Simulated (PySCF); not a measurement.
Species: C7H12P (charge +1).
Numbering: `[CH2:1]=[CH:2][C:3]1=[CH:4][CH2:5][CH2:6][P@@H+:7]1[CH3:8]`

Probes without a nucleus sit at each ring's centroid and 1 Å off its mean plane on both sides; NICS is minus the shielding there, NICSzz its component along the normal. Level: GIAO PBE0/pcSseg-1 (PySCF, non-relativistic, gas phase) on the GFN2-xTB geometry, one conformer.

Ring bond lengths (Å), with Mayer bond orders in brackets: C3–C4 1.345 (1.71), C4–C5 1.489 (1.06), C5–C6 1.545 (1.01), C6–P7 1.822 (0.99), P7–C3 1.799 (0.94).

Q: Give the NICS values of each ring in ppm.

A: 
```tsv
ring	type	NICS(0)	NICS(1), two faces	NICS(1)zz, two faces	rms pucker (Å)	centre to ring atoms, mean (Å)
C3–C4–C5–C6–P7	5-membered ring with P; formal bonds 1 double, 4 single	-4.2	-4.2 / -3.8	-4.0 / -2.5	0.07	1.35
```

Q: What can be read from them?

A: 
- C3–C4–C5–C6–P7: mean NICS(1)zz -3.2 ppm, shielded. C5, C6, P7 have four or more neighbours; no verdict on aromaticity is drawn.
